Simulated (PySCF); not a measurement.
A series of related molecules

Computed, not measured: TDA CAM-B3LYP/def2-SVPD excited states, vertical, gas phase (PySCF). Geometry: PBE0-D3(BJ)/def2-SVP.

Each molecule in one low-energy conformer.

Question: Order by vertical S1–T1 gap, lowest first.
A. [SiH3]/C1=C\CCCCCC1
B. C#C/C1=C\CCCCCC1
C. O=C/C1=C\CCCCCC1

Answer: C (0.83 eV), B (2.38 eV), A (2.53 eV).

All values:
```csv
molecule,change,S1 (eV),S1 from,f(S1),T1 (eV),T1 from,S1 − T1 (eV),S0–T1 spin-orbit coupling (cm⁻¹),S1–T1 spin-orbit coupling (cm⁻¹)
[SiH3]/C1=C\CCCCCC1,H replaced by SiH3,6.03,HOMO→LUMO,0.168,3.50,HOMO→LUMO,2.53,2.38,0.64
O=C/C1=C\CCCCCC1,H replaced by CHO,3.78,HOMO−1→LUMO,0.003,2.96,HOMO→LUMO,0.83,16.55,14.06
C#C/C1=C\CCCCCC1,H replaced by ethynyl,5.43,HOMO→LUMO,0.232,3.04,HOMO→LUMO,2.38,1.84,2.52
```
